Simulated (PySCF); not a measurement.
## `InChI=1S/C9H10Se/c1-3-8-4-6-9(10-2)7-5-8/h3-7H,1H2,2H3`

Molfile (atoms numbered from 1):
```
C9H10Se
     RDKit          3D

 20 20  0  0  0  0  0  0  0  0999 V2000
    3.9304    0.1022   -0.4301 C   0  0  0  0  0  0  0  0  0  0  0  0
    2.7972    0.7894   -0.3440 C   0  0  0  0  0  0  0  0  0  0  0  0
    1.4482    0.2451   -0.2776 C   0  0  0  0  0  0  0  0  0  0  0  0
    0.3678    1.1245   -0.1911 C   0  0  0  0  0  0  0  0  0  0  0  0
   -0.9333    0.6680   -0.1208 C   0  0  0  0  0  0  0  0  0  0  0  0
   -1.1856   -0.6959   -0.1289 C   0  0  0  0  0  0  0  0  0  0  0  0
   -2.9445   -1.4449   -0.0214 Se  0  0  0  0  0  2  0  0  0  0  0  0
   -4.0185    0.1365    0.3742 C   0  0  0  0  0  0  0  0  0  0  0  0
   -0.1209   -1.5891   -0.2236 C   0  0  0  0  0  0  0  0  0  0  0  0
    1.1732   -1.1252   -0.2978 C   0  0  0  0  0  0  0  0  0  0  0  0
    4.8836    0.6004   -0.4738 H   0  0  0  0  0  0  0  0  0  0  0  0
    3.9612   -0.9733   -0.4600 H   0  0  0  0  0  0  0  0  0  0  0  0
    2.8447    1.8718   -0.3176 H   0  0  0  0  0  0  0  0  0  0  0  0
    0.5517    2.1903   -0.1799 H   0  0  0  0  0  0  0  0  0  0  0  0
   -1.7423    1.3802   -0.0609 H   0  0  0  0  0  0  0  0  0  0  0  0
   -4.0133    0.8131   -0.4771 H   0  0  0  0  0  0  0  0  0  0  0  0
   -3.6321    0.6231    1.2664 H   0  0  0  0  0  0  0  0  0  0  0  0
   -5.0301   -0.2177    0.5547 H   0  0  0  0  0  0  0  0  0  0  0  0
   -0.3240   -2.6520   -0.2360 H   0  0  0  0  0  0  0  0  0  0  0  0
    1.9817   -1.8359   -0.3674 H   0  0  0  0  0  0  0  0  0  0  0  0
  1  2  2  0
  2  3  1  0
  3  4  1  0
  4  5  2  0
  5  6  1  0
  6  7  1  0
  7  8  1  0
  6  9  2  0
  9 10  1  0
 10  3  2  0
  1 11  1  0
  1 12  1  0
  2 13  1  0
  4 14  1  0
  5 15  1  0
  8 16  1  0
  8 17  1  0
  8 18  1  0
  9 19  1  0
 10 20  1  0
M  END
```

Computed, not measured: GIAO PBE/pcSseg-1 magnetisability, rotational g tensor and spin-rotation constants, non-relativistic, gas phase in PySCF 2.14.0. Geometry: GFN2-xTB.

The calculation is non-relativistic, which matters for the atoms heavier than Zn.

(1) How diamagnetic is it, and how anisotropic?

(2) Split it along the inertial axes a, b, c into diamagnetic and paramagnetic parts about the centre of mass, with the quadrupole moment.

(3) And the rotational g tensor?

Results:

(1) Isotropic -1752 × 10⁻³⁰ J/T², or -105.5 × 10⁻⁶ cm³/mol; principal values -2414, -1489, -1352 × 10⁻³⁰ J/T², anisotropy 1000 × 10⁻³⁰ J/T² (root of half the summed squared differences of the principal values). The susceptibility is in cgs units.

(2) 
| axis | χ (10⁻⁶ cm³/mol) | diamagnetic (10⁻⁶ cm³/mol) | paramagnetic (10⁻⁶ cm³/mol) | summed x² of all electrons (Å²) | quadrupole Θ (D Å) |
| --- | --- | --- | --- | --- | --- |
| a | -89.0 | -504.3 | 415.3 | 655.1 | +5.44 |
| b | -82.3 | -2858.0 | 2775.8 | 100.4 | +7.08 |
| c | -145.2 | -3205.2 | 3060.0 | 18.5 | -12.52 |

Anisotropies 2χaa − χbb − χcc = +49.6 and 2χbb − χaa − χcc = +69.7 × 10⁻⁶ cm³/mol. Θ is traceless in Buckingham's convention.

(3) 
| axis | rotational constant (GHz) | g | nuclear part | electronic part |
| --- | --- | --- | --- | --- |
| a | 3.4744 | -0.0633 | 0.6147 | -0.6780 |
| b | 0.4132 | -0.0090 | 0.5299 | -0.5389 |
| c | 0.3706 | +0.0049 | 0.5377 | -0.5328 |

Asymmetric top; isotopes 12C, 1H, 80Se; no vibrational averaging.
